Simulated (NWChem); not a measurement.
A series in which one site is exchanged, each optimised at PBE0/def2-SVP with NWChem, gas phase unless a solvent is named. Some are not confirmed as minima by frequencies. def2 effective core potentials on Cd, I; no spin-orbit coupling.

A: [F][Cd][Cl] (CdClF; site = F)
B: [Cl][Cd][I] (CdICl; site = I)
C: [Cl][CdH] (CdHCl; site = H)
D: [Cl][Cd][Br] (CdBrCl; site = Br)

### Question
Rank them by static polarisability, PBE/def2-SVPD (bohr³), lowest first.

### Answer
A (43.7), C (47.6), D (69.8), B (85.7)
